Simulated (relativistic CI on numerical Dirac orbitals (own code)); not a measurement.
Calculated at this level of theory: Dirac-Coulomb-Breit CI, separate exchange-only KLI orbitals for each configuration, model QED, unscaled Slater integrals (own radial code, finite nucleus).

CI space (outside the closed core [Ar]): 3d¹⁰4s², 3d¹⁰4s4p, 3d¹⁰4p², 3d¹⁰4s4d, 3d¹⁰4d², 3d¹⁰4s4f, 3d¹⁰4p4d, 3d¹⁰4f², 3d¹⁰4p4f, 3d¹⁰4d4f, 3d¹⁰4s5s, 3d¹⁰4s5p, 3d¹⁰4s5d, 3d¹⁰4s5f, 3d¹⁰4s5g, 3d¹⁰4s6s, 3d¹⁰4s6p, 3d¹⁰4s6d, 3d¹⁰4s6f, 3d¹⁰4s7s, 3d⁹4s²4p, 3d⁹4s²4d, 3d⁹4s²4f, 3d⁹4s²5s, 3d⁹4s²5p, 3d⁹4s²5d. Double excitations out of closed p, d and f shells are left out; levels of such configurations are missing from the list, as are those of other unlisted configurations, and high levels can miss mixing partners. These lack a partner that the ground configuration has and come out too high: 3d⁹4s²4p, 3d⁹4s²4d, 3d⁹4s²4f, 3d⁹4s²5s, 3d⁹4s²5p.

At this charge energies of transitions that change n are usually good to better than 1 %, and those within a shell (Δn = 0) to a few per cent.

Outline of the computed level scheme of Lu XLII. Lowest level of each configuration: 3d¹⁰4s² ¹S0 at 0.000 eV; 3d¹⁰4s4p ³P°0 at 79.428 eV; 3d¹⁰4p² ³P0 at 182.989 eV; 3d¹⁰4s4d ³D1 at 308.288 eV; 3d¹⁰4p4d ³F°2 at 392.018 eV; 3d¹⁰4s4f ¹F°3 at 473.426 eV; 3d¹⁰4p4f ³G3 at 569.885 eV; 3d¹⁰4d² ³F2 at 623.559 eV.

Some strong electric-dipole decays among the lowest 45 levels: 3d¹⁰4d² ³P0 → 3d¹⁰4p4d ³D°1 (1.3e+12 s⁻¹); 3d¹⁰4p4d ³D°1 → 3d¹⁰4p² ³P0 (9.2e+11 s⁻¹); 3d¹⁰4p4d ¹F°3 → 3d¹⁰4s4d ¹D2 (8.2e+11 s⁻¹); 3d¹⁰4s4d ³D2 → 3d¹⁰4s4p ³P°1 (7.7e+11 s⁻¹); 3d¹⁰4d² ³F2 → 3d¹⁰4p4d ³D°1 (7.6e+11 s⁻¹); 3d¹⁰4s4d ¹D2 → 3d¹⁰4s4p ¹P°1 (6.9e+11 s⁻¹); 3d¹⁰4d² ³P1 → 3d¹⁰4p4d ³P°2 (6.6e+11 s⁻¹); 3d¹⁰4p² ¹S0 → 3d¹⁰4s4p ¹P°1 (6.4e+11 s⁻¹).

LS names give the leading component of a level, which can be under half, so a name can repeat, a term be missing and a line seem to break the LS rules.
